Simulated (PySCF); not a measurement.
```xyz
4
charge 0 multiplicity 5, angstrom
Mo    0.0072    0.0000   -0.0256
F    -0.0501    0.0000    1.8777
O    -0.0539    0.0000   -1.9254
H     0.6775    0.0000   -2.5491
```

All numbers come from UPBE0/[Mo def2-TZVP with ECP28, F def2-TZVP, O def2-TZVP, H def2-TZVP], scalar-relativistic core potentials, density fitting, no spin–orbit coupling, PySCF.

This geometry of MoF(OH) is a stationary point at this level.

**Question.** What is the point group?

**Answer.** Cs.

**Question.** Is it a minimum?

**Answer.** No: it has 1 imaginary mode, at 118i cm⁻¹ (a'').

**Question.** List the harmonic modes with their infrared intensities.

**Answer.** 
```
symmetry  ω (cm⁻¹)  IR (km/mol)
     a''      118i            –
      a'       160          3.3
      a'       574          109
      a'       627          125
      a'       688          184
      a'      3855         88.7
```

**Question.** What are the dipole moment and the gap between the highest occupied and lowest empty levels of either spin?

**Answer.** 2.44 D and 3.22 eV.

Other isomers or separated fragments may lie lower. Open d and f shells are described by one determinant, and the ground state may have another occupation or spin. At this level a quintet minimum of C1 symmetry lies 15 kJ/mol below this structure.
